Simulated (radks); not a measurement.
The numbers below are computed, except where a source is named.
Radial electron density D(r) = 4 pi r^2 rho(r) of an atom or ion with 42.4 electrons. Level of theory: Dirac Kohn-Sham, LDA (Slater exchange, Perdew-Wang correlation), spin-unpolarised, spherical densities, finite nucleus; Fermi nuclear charge, rms radius of each element as measured or else 0.836 A^(1/3) + 0.57 fm (a radial shooting solver on a logarithmic mesh with Libxc functionals).

```
   r/bohr * D(r) (the largest magnitude, 67.1, reaches the edge; | marks zero)
 0.001167 |*
 0.001347 |*
 0.001556 | *
 0.001797 | *
 0.002076 |  *
 0.002397 |  *
 0.002768 |   *
 0.003172 |     *
 0.003663 |      *
  0.00423 |        *
 0.004885 |          *
 0.005642 |            *
 0.006516 |               *
 0.007525 |                   *
  0.00869 |                      *
  0.01004 |                          *
  0.01159 |                              *
  0.01339 |                                  *
  0.01546 |                                      *
  0.01771 |                                         *
  0.02045 |                                           *
  0.02362 |                                            *
  0.02728 |                                            *
  0.03151 |                                          *
  0.03639 |                                        *
  0.04202 |                                      *
  0.04853 |                                     *
  0.05605 |                                      *
  0.06473 |                                         *
  0.07476 |                                              *
  0.08633 |                                                   *
  0.09971 |                                                      *
   0.1142 |                                                      *
   0.1319 |                                                  *
   0.1524 |                                            *
    0.176 |                                      *
   0.2032 |                                  *
   0.2347 |                                   *
    0.271 |                                      *
    0.313 |                                         *
   0.3615 |                                         *
   0.4175 |                                   *
   0.4821 |                          *
   0.5568 |                  *
    0.643 |            *
   0.7367 |         *
   0.8508 |         *
   0.9826 |         *
    1.135 |        *
    1.311 |       *
    1.514 |     *
    1.748 |   *
    2.019 |  *
    2.331 | *
    2.692 |*
     3.11 |*
    3.591 |*
    4.114 *
    4.752 *
    5.487 *
    6.337 *
    7.319 *
    8.453 *
    9.762 *
```

What is the nuclear charge?

Answer. Z = 43. The innermost maximum, from 1s, lies near gamma/Z bohr with gamma = sqrt(1 - (Z/c)^2) = 0.949, here 0.0221 bohr (found: 0.0242), and its height grows with Z. The density is that of the technetium ion Tc0.6+ in [Ar] 3d10 4s2 4p(1/2: 2, 3/2: 3.4) 4d5 5s2; the configuration itself is not fixed sharply by these data, and Z only to a few units. D(r) has 4 maxima, at r = 0.0242, 0.106, 0.328, 0.944 bohr, and minima at 0.0485, 0.213, 0.811 bohr, inside which lie 2.06, 11.14, 29.41 electrons.
